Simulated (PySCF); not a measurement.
Species: C7H9FSi.
SMILES with atom numbers: `[F:1][c:2]1[cH:3][cH:4][cH:5][c:6]([CH2:7][SiH3:8])[cH:9]1` (hydrogens: H10 on C3; H11 on C4; H12 on C5; H13, H14 on C7; H15, H16, H17 on Si8; H18 on C9)

Geometry (PBE0-D3(BJ)/def2-SVP, Å), atoms numbered from 1 in this order:
```
atom  x, y, z in Å
F1     2.485    0.203    2.404
C2     1.885    0.209    1.213
C3     2.496    0.864    0.151
C4     1.851    0.854   -1.084
C5     0.629    0.205   -1.245
C6     0.023   -0.456   -0.169
C7    -1.314   -1.119   -0.324
Si8   -2.731    0.053    0.146
C9     0.668   -0.444    1.074
H10    3.454    1.363    0.302
H11    2.312    1.360   -1.936
H12    0.137    0.207   -2.221
H13   -1.472   -1.445   -1.364
H14   -1.390   -2.015    0.312
H15   -2.588    0.470    1.573
H16   -2.694    1.267   -0.723
H17   -4.049   -0.633   -0.030
H18    0.235   -0.942    1.945
```

All values: PBE0/pcSseg-1 and wB97X-D/def2-SVPD (PySCF, non-relativistic), on one gas-phase PBE0-D3(BJ)/def2-SVP geometry that isn't relaxed in the solvent. The solvent is an IEF-PCM continuum (van der Waals radii × 1.2). The model holds no explicit solvent molecules, cavitation or dispersion.

Gas phase at PBE0/pcSseg-1: HOMO -7.02 eV, LUMO -0.55 eV, dipole 1.63 D.

Problem. What does the continuum do to the energy, the frontier levels and the dipole at PBE0/pcSseg-1 in chloroform and acetonitrile?

Solution. 
| solvent | ε | E(solvent) − E(gas) (kJ/mol) | polarisation term (kJ/mol) | distortion of the solute (kJ/mol) | HOMO (eV) | LUMO (eV) | dipole (D) |
| --- | --- | --- | --- | --- | --- | --- | --- |
| chloroform | 4.711 | -10.28 | -11.27 | 0.99 | -6.97 | -0.49 | 2.02 |
| acetonitrile | 35.69 | -14.55 | -16.59 | 2.04 | -6.98 | -0.49 | 2.18 |

The polarisation term is half the interaction of the solute with the surface charges that it induces; the rest is the cost of distorting the solute's density. The sum is the electrostatic part of solvation alone. From chloroform to acetonitrile the lowering changes by a factor 1.42, Onsager's factor (ε − 1)/(2ε + 1) by 1.35 and ε itself by 7.6.

Problem. Which radius a makes the point-dipole formula ΔE = −[(ε − 1)/(2ε + 1)]·μ²/a³ give the value in acetonitrile, with the gas-phase dipole?

Solution. μ = 0.642 au and |ΔE| = 0.00554 Eh give a = 1.74 Å; the farthest nucleus lies 4.09 Å from the centroid of the nuclei, so such a sphere wouldn't even hold the nuclei. The formula assumes a rigid point dipole at the centre of a sphere.

Problem. Give the dipole vector in the frame of the coordinates (D, pointing from negative to positive charge), gas and acetonitrile.

Solution. Gas (-0.67, -0.42, -1.43), solvent (-0.98, -0.66, -1.84). Its length changes by +34 % and its direction by 4°.

Problem. Which ESP-fitted charges (PBE0/pcSseg-1) respond most in acetonitrile (means over atoms taken as equivalent)?

Solution. 
```json
{"atoms": "Si8", "environment": "SiH3 silicon", "gas (e)": "+0.469", "solvent (e)": "+0.492", "change": "+0.023"}
{"atoms": "C7", "environment": "sp3 carbon bound to silicon", "gas (e)": "-0.411", "solvent (e)": "-0.388", "change": "+0.023"}
{"atoms": "H12", "environment": "aromatic hydrogen", "gas (e)": "+0.175", "solvent (e)": "+0.195", "change": "+0.020"}
{"atoms": "C6", "environment": "substituted aromatic carbon", "gas (e)": "+0.202", "solvent (e)": "+0.182", "change": "-0.020"}
{"atoms": "H18", "environment": "aromatic hydrogen", "gas (e)": "+0.205", "solvent (e)": "+0.223", "change": "+0.018"}
{"atoms": "H11", "environment": "aromatic hydrogen", "gas (e)": "+0.157", "solvent (e)": "+0.174", "change": "+0.017"}
```

Problem. Which Mayer bond orders change most in acetonitrile?

Solution. 
| bond | length (Å) | gas | solvent | change |
| --- | --- | --- | --- | --- |
| F1–C2 | 1.333 | 0.888 | 0.876 | -0.012 |
| C5–C6 | 1.402 | 1.402 | 1.395 | -0.007 |
| C7–H13 | 1.102 | 0.941 | 0.934 | -0.007 |
| C6–C7 | 1.500 | 1.048 | 1.054 | +0.006 |
| C7–H14 | 1.102 | 0.938 | 0.932 | -0.006 |
| C7–Si8 | 1.897 | 0.893 | 0.898 | +0.005 |
| C6–C9 | 1.400 | 1.362 | 1.358 | -0.004 |
| Si8–H17 | 1.496 | 0.933 | 0.937 | +0.004 |

Gas phase at wB97X-D/def2-SVPD: HOMO -8.76 eV, LUMO 1.13 eV, dipole 1.72 D.

Problem. What does the continuum do to the energy, the frontier levels and the dipole at wB97X-D/def2-SVPD in acetonitrile?

Solution. 
```tsv
solvent	ε	E(solvent) − E(gas) (kJ/mol)	polarisation term (kJ/mol)	distortion of the solute (kJ/mol)	HOMO (eV)	LUMO (eV)	dipole (D)
acetonitrile	35.69	-14.30	-16.66	2.36	-8.70	1.20	2.32
```

Problem. How does the static polarisability (wB97X-D/def2-SVPD, frozen core, with the continuum's full static response) change?

Solution. 
```tsv
medium	isotropic (au)	principal values (au)	⟨r²⟩ of the electrons (bohr²)
gas	108.9	79.1, 108.9, 138.6	1686.3
acetonitrile	151.4	111.3, 158.3, 184.6	1685.7
```

The isotropic value in acetonitrile is 1.39 times the gas-phase one; no cavity-field correction is applied. ⟨r²⟩ is taken about the centre of nuclear charge.

wB97X-D is run here without its empirical dispersion term; that term would change no orbital, density or response property at a fixed geometry.
